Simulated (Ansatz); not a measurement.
Computed with Ansatz on PBE0-D4/def2-TZVP structures; ΔE is electronic, products minus reactants. CCSD(T)/CBS is the MP2 limit (def2-TZVPP, def2-QZVPP) plus CCSD(T) − MP2 in def2-TZVPP, frozen cores. This one scheme is used for every species. DFT in def2-TZVPP. One conformer a species, not always the lowest.

Consider the ligand exchange at the Si–C bond: `N=C[SiH2]F` + `C#CNC` → `C#CN(C)[SiH2]F` + `C=N`.

`N=C[SiH2]F`:

```xyz
8

N    -1.399   -0.839    0.854
C    -0.397   -0.912    0.079
Si    0.691    0.551   -0.388
F     0.073    1.815    0.376
H    -1.539    0.118    1.191
H    -0.172   -1.904   -0.332
H     2.089    0.357    0.067
H     0.654    0.814   -1.847
```

`C#CNC`:

Cartesian coordinates in Å:
```
C -2.068 0.650 -0.391
C -0.983 0.136 -0.477
N 0.209 -0.469 -0.532
C 1.131 -0.265 0.572
H -3.032 1.091 -0.324
H 0.638 -0.455 -1.444
H 1.999 -0.910 0.430
H 0.640 -0.552 1.502
H 1.468 0.774 0.664
```

`C#CN(C)[SiH2]F`:

```xyz
12

C    -0.559    2.471   -0.136
C    -0.323    1.297   -0.027
N    -0.068   -0.013    0.105
C    -1.229   -0.894    0.220
Si    1.538   -0.607   -0.089
F     1.878   -0.954   -1.611
H    -0.759    3.510   -0.235
H    -1.854   -0.583    1.061
H    -1.830   -0.876   -0.692
H    -0.888   -1.915    0.397
H     2.475    0.444    0.347
H     1.620   -1.881    0.658
```

`C=N`:

Cartesian coordinates in Å:
```
C 0.244 -0.065 0.297
N -0.352 0.690 -0.517
H 0.138 -1.156 0.334
H 0.922 0.380 1.028
H -0.952 0.151 -1.143
```

| level | ΔE (kJ/mol) |
| --- | --- |
| PBE-D4 | -69.6 |
| ωB97M-V | -79.2 |
| PBE | -66.0 |
| r2SCAN | -74.2 |
| PBE0 | -70.9 |
| MP2/def2-QZVPP | -88.8 |
| MP2/CBS(def2) | -87.9 |
| CCSD/CBS(def2) | -83.0 |

(1) What does CCSD(T)/CBS give? (Estimate.)

Largest T1 diagnostic among the species: 0.012.

## Answers

(1) Ansatz gave: -82.9 kJ/mol. The listed levels differ from it by 13.3, 3.7, 16.9, 8.7, 12.0, -5.9, -5.0, -0.1 kJ/mol.

The D4 term adds −5.6 kJ/mol with B3LYP and −3.3 kJ/mol with PBE0; it sums over pairs of atoms, weighted by their polarisabilities, and B3LYP, whose exchange is more repulsive, gets the larger term. From PBE to PBE0 (25 % exact exchange), in def2-TZVPP and without D4, ΔE moves by −4.9 kJ/mol.

B3LYP here is the variant with VWN-RPA as its local correlation; programs differ in this.
